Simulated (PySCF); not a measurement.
Species: C₅H₄F₄O₂.
SMILES: `F/C=C/O/C=C(\F)OC(F)F`

Torsions of this conformer, `[F:1]/[CH:2]=[CH:3]/[O:4]/[CH:5]=[C:6](\[F:7])[O:8][CH:9]([F:10])[F:11]`: C2–C3–O4–C5 177°, C3–O4–C5–C6 -176°, C5–C6–O8–C9 -114°, C6–O8–C9–F10 -167°.

The closed-shell ground state was solved at several levels (PySCF, density fitting, gas phase, non-relativistic). Geometry: PBE0-D3(BJ)/def2-SVP, one conformer, isolated molecule.

```json
{"level": "B3LYP/pcJ-1", "basis functions": "337", "HOMO (eV)": "-6.26", "LUMO (eV)": "-0.09", "gap (eV)": "6.17", "dipole (D)": "0.50"}
{"level": "wB97X-D/pcSseg-2", "basis functions": "452", "HOMO (eV)": "-8.30", "LUMO (eV)": "1.92", "gap (eV)": "10.22", "dipole (D)": "0.45"}
{"level": "PBE0/pcSseg-1", "basis functions": "207", "HOMO (eV)": "-6.47", "LUMO (eV)": "0.17", "gap (eV)": "6.64", "dipole (D)": "0.51"}
```

Task: What might wB97X-D/def2-SVPD (270 basis functions) give for the same quantities?

Result: HOMO -8.41 eV, LUMO 1.82 eV, gap 10.23 eV, dipole 0.46 D.

Task: How far do the dipole and the HOMO energy spread over the levels?

Result: The dipole runs from 0.45 to 0.51 D (mean 0.48 D) and the HOMO from -8.41 to -6.26 eV.
